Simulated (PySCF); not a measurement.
Species: C₆H₁₃O (doublet state).
Z-matrix (Å and degrees, GFN2-xTB geometry), rows numbered from 1:
```
C 
C   1  1.4745
C   2  1.5459  1  110.19
C   2  1.5360  1  111.32  3  -121.60
C   4  1.5259  2  111.56  1   -65.66
C   5  1.5287  4  111.98  2   177.64
O   6  1.4082  5  112.91  4  -178.01
H   1  1.0729  2  119.84  3    80.08
H   1  1.0720  2  121.04  3   -90.13
H   2  1.0965  1  109.49  3   117.76
H   3  1.0876  2  110.19  1   178.16
H   3  1.0870  2  110.26  1    58.06
H   3  1.0870  2  110.10  1   -61.75
H   4  1.0918  2  109.02  1    55.22
H   4  1.0925  2  109.51  1   173.01
H   5  1.0946  4  109.38  2   -61.27
H   5  1.0923  4  109.41  2    56.50
H   6  1.0924  5  110.21  4   -60.59
H   6  1.1011  5  109.69  4    58.50
H   7  0.9637  6  108.70  5   -56.24
```

The hyperfine couplings belong to this conformer and change with its torsions.

As a line formula: `[CH2][C@H](C)CCCO` [radical].

Computed with UKS B3LYP, pcH-1 on C H O, non-relativistic, mean-field spin-orbit, GIAO (PySCF 2.14.0). One conformer (not necessarily the lowest) at the GFN2-xTB geometry, without solvent, vibrations or thermal averaging. A GFN2-xTB geometry isn't a minimum of the functional, and hyperfine couplings can be far from their values at a DFT geometry. No stability test was run, so a lower SCF solution isn't excluded.

Largest spin populations (Mulliken): C1 (+1.08) and C2 (-0.08). C1 is the only atom above +0.15. The angles at C1 add up to 359.3°, so it is planar; its axial dipolar tensor and the negative couplings of its protons fit spin in a p orbital normal to that plane.

**Question.** Find Q in a(H) = Q·ρ(C) for the protons on the planar carbons that carry spin.

**Answer.** 
```csv
H,C,ρ(C),a(H) (G),a/ρ (G)
H8,C1,+1.080,-22.05,-20.4
H9,C1,+1.080,-22.45,-20.8
```

These protons share one ρ (within 0.01), so their mean ratio, Q = -20.6 G, is no test of linearity.

Couplings in gauss use g_iso = 2.0026.
